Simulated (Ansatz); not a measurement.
Gas-phase electronic energies from Ansatz, PBE0-D4/def2-TZVP geometries. CCSD(T)/CBS is the MP2 limit (def2-TZVPP, def2-QZVPP) plus CCSD(T) − MP2 in def2-TZVPP, frozen cores. DFT in def2-TZVPP. B3LYP here is the variant with VWN-RPA as its local correlation; programs differ in this. For Sc outer-core shells are correlated without core-valence functions, which leaves a few kJ/mol of doubt a bond. Scalar relativity is left out up to krypton. One conformer a species, not always the lowest.

Reaction (redistribution): `OC[SiH2]O[SiH3]` + `[NH2][Sc]([Cl])[Cl]` → `N[SiH2]CO` + `[SiH3][O][Sc]([Cl])[Cl]`

```tsv
level	ΔE (kJ/mol)	difference from CCSD(T)/CBS
PBE-D4	-33.1	-2.3
r2SCAN-D4	-28.9	1.9
PBE0-D4	-30.4	0.4
B3LYP-D4	-25.0	5.8
ωB97X-V	-27.6	3.2
ωB97M-V	-26.5	4.3
B2PLYP	-29.4	1.4
PBE	-35.6	-4.8
r2SCAN	-29.6	1.2
PBE0	-32.7	-1.9
B3LYP	-29.0	1.8
HF/def2-TZVPP	-22.3	8.5
MP2/def2-TZVPP	-30.2	0.6
SCS-MP2/def2-TZVPP	-28.1	2.7
CCSD/def2-TZVPP	-27.7	3.1
CCSD(T)/def2-TZVPP	-29.3	1.5
HF/def2-QZVPP	-22.5	8.3
MP2/def2-QZVPP	-31.2	-0.4
SCS-MP2/def2-QZVPP	-29.1	1.7
HF/CBS(def2)	-22.5	8.3
MP2/CBS(def2)	-31.7	-0.9
CCSD/CBS(def2)	-29.2	1.6
CCSD(T)/CBS	-30.8	0
```

Largest T1 diagnostic among the species: 0.014.

In def2-TZVPP, CCSD(T) changes the Hartree–Fock value by −7.0 kJ/mol (the triples alone add −1.5 kJ/mol) and MP2 by −8.0 kJ/mol. The D4 term adds +3.9 kJ/mol with B3LYP and +2.3 kJ/mol with PBE0; it sums over pairs of atoms, weighted by their polarisabilities, and B3LYP, whose exchange is more repulsive, gets the larger term.
